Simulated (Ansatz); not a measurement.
A made-up structure of AlH₃SeO, closed shell:

```
6
angstrom
O -0.8979 -1.1311 -0.5582
Al 0.2050 0.4094 -0.4747
Se 1.0875 1.0718 1.8637
H -1.3227 -1.5043 -1.4672
H 0.6257 1.3630 -1.9010
H 0.3024 -0.2088 2.5374
```

It is relaxed with PBE-D4/def2-SVP and then PBE0-D4/def2-TZVP (Ansatz 0.2.0). Atoms count as bonded within 1.22 times the sum of their covalent radii (H–H: 0.88 Å). The end point is not checked to be a true minimum.

(1) Does its bonding change? (Judge from chemistry; the calculation decides.)

Answers

(1) Computed: No: no bond forms or breaks.

Where it ends: The first stage lowers the energy by 1.18 eV in 7 steps. It ends as AlH₃SeO ([OH][AlH][SeH]):
```
6
angstrom
O -0.8018 -1.0098 -0.4976
Al 0.1830 0.3657 -0.4240
Se 0.9710 0.9571 1.6638
H -1.1806 -1.3430 -1.3094
H 0.5584 1.2167 -1.6978
H 0.2700 -0.1866 2.2651
```

Labels in which every atom is bracketed show which atoms are joined, not bond orders.

For scale, one of the runs: PBE0-D4/def2-TZVP relaxation, 134 basis functions, launched by `ansatz run in.yaml --threads 2 --pin off --events-out ev --progress --plain --max-ram 4352MiB`. Hardware: 2 CPU threads of an Arm Neoverse V1, shared host. Wall time about 24 s.
